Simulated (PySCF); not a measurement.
**Relaxation of doublet SI₃**

Method: UPBE0 in PySCF with S def2-SVP, I def2-SVP with ECP28; scalar-relativistic core potentials, no spin–orbit coupling; density-fitted integrals. A (50,194) grid was used.

A hand-made trigonal planar start, of D3h symmetry, held to at least that symmetry:

Coordinates in bohr (charge 0 multiplicity 2):
```
S     0.0000    0.0000    0.0000
I     4.4597    0.0000    0.0000
I    -2.2299    3.8622    0.0000
I    -2.2299   -3.8623    0.0000
```

Q: What does it relax to?

A: It ends at D3h with S–I 2.562 Å (×3); I–S–I 120.0° (×3). No frequency check is given, so it may be a saddle point. Other isomers or separated fragments may lie lower.

Q: How much energy is released, and in how many steps?

A: 74.3 kJ/mol in 4 steps.

With an element this heavy the missing spin–orbit coupling can shift these numbers.
